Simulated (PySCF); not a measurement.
H4O3STi, SMILES [SH][Ti]([OH])([OH])[OH], multiplicity 1. Geometry: B3LYP-D3(BJ)/def2-SVP. The multiplicity is an assumed one; no other spin state was optimised. The structure was generated by enumeration; whether it is a known compound was not checked. Other conformers were not sampled.

Computed with B3LYP-D3(BJ)/def2-SVP run with PySCF 2.14.0.

Harmonic wavenumbers (cm⁻¹): 106, 137, 167, 185, 197, 225, 249, 294, 317, 395, 414, 448, 492, 540, 747, 813, 822, 2652, 3862, 3874, 3885. Rotational constants (GHz): 3.197, 1.987, 1.970; symmetry number 1.

### Question
Work out the zero-point energy and the ideal-gas rigid-rotor harmonic-oscillator thermochemistry at 298.15 K and 1 atm.

### Answer
ZPE = ½ Σ hcν = ½ × 20821 cm⁻¹ = 29.76 kcal/mol. H − E(el) = 36.24 kcal/mol. Entropy in cal/(mol K): translation 40.54, rotation 27.64, vibration 24.11, total 92.30. G − E(el) = 8.72 kcal/mol. Cp = 32.99 cal/(mol K). Modes under 150 cm⁻¹ make the vibrational entropy uncertain.
